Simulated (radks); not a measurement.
Charge is removed step by step from the 3p (averaged over the sub-levels emptied) level of Zr, starting from [Kr] 4d2 5s2. Method: Dirac Kohn-Sham, PBE, spin-unpolarised, spherical densities, point nucleus; open shells are shared between the two j in proportion to 2j + 1; computed with a radial shooting solver on a logarithmic mesh with Libxc functionals.

removed (e),E - E(0) (eV),eigenvalue (eV),E minus straight line (eV)
0,0.000,-317.68,0.000
0.25,80.293,-324.71,-2.732
0.5,162.37,-331.96,-3.678
0.75,246.29,-339.43,-2.783
1,332.10,-347.07,0.000

Removing the whole electron costs 332.10 eV by Delta-SCF, against 317.68 eV from minus the eigenvalue at the starting occupation. Slater's transition state (half an electron removed) gives 331.96 eV. Integrating minus the eigenvalue over the occupation (Janak's theorem) gives 332.10 eV. The mean slope of the eigenvalue, de/dn, is 29.4 eV per electron.
